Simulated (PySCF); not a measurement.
CH8FNOSi2, SMILES C[SiH2]O[Si@@H](N)F.

The structure is a stationary point at PBE-D3(BJ)/def2-SVP. The structure was generated by enumeration; whether it is a known compound was not checked. The values are those of a single conformer.

Two levels are set side by side: TDDFT-PBE/def2-SVPD (PySCF) and TDDFT-B3LYP/def2-SVPD (PySCF). Vertical, same geometry. The lowest singlet is HOMO→LUMO 96 % with PBE and HOMO→LUMO 97 % with the other functional; states are paired by order. Differences are taken from unrounded values.

| quantity | TDDFT-B3LYP | TDDFT-PBE | TDDFT-PBE minus TDDFT-B3LYP |
|---|---|---|---|
| lowest singlet excitation (eV) | 6.75 | 6.26 | -0.49 |
| lowest triplet excitation (TDA) (eV) | 6.35 | 5.96 | -0.39 |

A lower first singlet is the usual sign of a functional without exact exchange. Differences between two approximate levels are no errors against the true value.

Rough cost on one machine, each run with all the roots and properties that it gave: TDDFT-B3LYP against TDDFT-PBE about 4 times.
